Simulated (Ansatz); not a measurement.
CH$_{5}$InS (`[CH3][InH][SH]`), relaxed with RKS PBE0-D4/def2-TZVP in Ansatz 0.2.0 from a PBE-D4/def2-SVP geometry. The force threshold is 0.005 eV/Å; the program also tests the step.

Charge 0, multiplicity 1. In: def2 effective core potential.

Start:

```xyz
8

C     0.406   -0.867    0.880
In    0.515    0.652   -0.672
S    -1.615    1.490   -1.520
H     0.692   -0.415    1.851
H    -0.624   -1.264    0.954
H     1.108   -1.692    0.653
H     1.876    1.410   -1.440
H    -2.358    0.686   -0.707
```

```
        step  energy (eV)  largest force (eV/Å)  largest move (Å)
           1  -17124.1256                 0.500             0.000
           2  -17124.1595                 0.210             0.055
           3  -17124.1633                 0.052             0.019
4 (rejected)  -17124.1629                 0.039             0.040
           5  -17124.1636                 0.009             0.019
           6  -17124.1637                 0.002             0.006
```

End:

```xyz
8

C     0.402   -0.852    0.864
In    0.500    0.644   -0.668
S    -1.594    1.471   -1.494
H     0.672   -0.407    1.823
H    -0.606   -1.259    0.935
H     1.104   -1.660    0.652
H     1.859    1.377   -1.417
H    -2.338    0.687   -0.696
```

It took 19 s on 2 threads of a server CPU on a shared host, with 0.34 GiB of host memory at the peak.
